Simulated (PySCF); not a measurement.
Working out the ionisation energy of Ag⁺

Ag⁺ [Kr] 4d10 (1S) → Ag²⁺ [Kr] 4d9 (2D). Computed with PySCF 2.14 in def2-SVP with the def2 core potential (28 electrons), with a scalar-relativistic core potential. Frozen: 4s2 4p6. Energies in hartree (1 hartree = 27.21139 eV):

```json
{"part": "UHF", "Ag⁺ (lower)": "-145.850434", "Ag²⁺ (upper)": "-145.120613"}
{"part": "MP2 opposite-spin", "Ag⁺ (lower)": "-0.127024", "Ag²⁺ (upper)": "-0.097327"}
{"part": "MP2 same-spin", "Ag⁺ (lower)": "-0.079077", "Ag²⁺ (upper)": "-0.062014"}
```

Task: What does Hartree-Fock give?

Result: (-145.120613) − (-145.850434) = 0.729821 hartree = 19.859 eV.

Task: What do MP2 and SCS-MP2 (6/5 opposite-spin, 1/3 same-spin) give?

Result: The opposite-spin parts differ by 0.808 eV and the same-spin parts by 0.464 eV. MP2: 19.859 + (0.808) + (0.464) = 21.131 eV. SCS-MP2: 19.859 + 1.2 × (0.808) + (0.464)/3 = 20.983 eV.

Reference: 21.484 eV (measured; NIST Atomic Spectra Database, ionization energies), between the lowest levels; spin-orbit coupling is absent from the calculation.

A double-zeta basis recovers only part of the correlation energy.

What remains against the reference includes basis incompleteness, the frozen core and correlation beyond second order.
